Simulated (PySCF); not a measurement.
2-methylbut-1-ene (C5H10), SMILES C=C(C)CC.

Coordinates come from a PBE0-D3(BJ)/def2-SVP optimisation. Other conformers were not sampled.

Level of theory: PySCF with PBE0-D3(BJ)/def2-SVP.

Harmonic, unscaled wavenumbers; measured fundamentals usually lie a few per cent lower.

**Question.** Estimate the vibrational spectrum. (The exact figures need the calculation; the answer reports its results.)

**Answer.** 
| mode | ν (cm⁻¹) | IR (km/mol) | moving atoms (share of kinetic energy) |
|---|---|---|---|
| 1 | 64 | 0.1 | C 51 %, H 49 % |
| 2 | 182 | 0.5 | H 93 % |
| 3 | 226 | 0.6 | H 76 %, C 24 % |
| 4 | 262 | 0.2 | C 53 %, H 47 % |
| 5 | 402 | 0.9 | C 53 %, H 47 % |
| 6 | 431 | 1.3 | C 56 %, H 44 % |
| 7 | 540 | 7.9 | C 60 %, H 40 % |
| 8 | 722 | 0.2 | H 91 %, C 9 % |
| 9 | 786 | 2.0 | H 70 %, C 30 % |
| 10 | 805 | 2.0 | H 51 %, C 49 % |
| 11 | 921 | 39.3 | H 73 %, C 27 % |
| 12 | 952 | 1.5 | H 55 %, C 45 % |
| 13 | 986 | 1.5 | H 79 %, C 21 % |
| 14 | 1026 | 2.0 | H 71 %, C 29 % |
| 15 | 1050 | 1.3 | H 52 %, C 48 % |
| 16 | 1095 | 5.3 | C 53 %, H 47 % |
| 17 | 1106 | 0.3 | H 56 %, C 44 % |
| 18 | 1262 | 1.1 | H 73 %, C 27 % |
| 19 | 1301 | 1.4 | H 67 %, C 33 % |
| 20 | 1351 | 1.0 | H 59 %, C 41 % |
| 21 | 1390 | 3.2 | H 77 %, C 23 % |
| 22 | 1396 | 6.1 | H 59 %, C 41 % |
| 23 | 1421 | 0.7 | H 83 %, C 17 % |
| 24 | 1443 | 4.0 | H 95 % |
| 25 | 1455 | 13.7 | H 95 % |
| 26 | 1463 | 13.3 | H 94 % |
| 27 | 1471 | 5.7 | H 96 % |
| 28 | 1481 | 5.2 | H 92 %, C 8 % |
| 29 | 1749 | 19.3 | C 91 %, H 9 % |
| 30 | 3040 | 23.0 | H 94 % |
| 31 | 3045 | 20.3 | H 96 % |
| 32 | 3056 | 23.3 | H 97 % |
| 33 | 3110 | 10.3 | H 91 %, C 9 % |
| 34 | 3121 | 13.8 | H 91 %, C 9 % |
| 35 | 3152 | 21.5 | H 91 %, C 9 % |
| 36 | 3153 | 24.1 | H 91 %, C 9 % |
| 37 | 3157 | 4.6 | H 94 % |
| 38 | 3164 | 14.1 | H 91 %, C 9 % |
| 39 | 3256 | 10.9 | H 89 %, C 11 % |
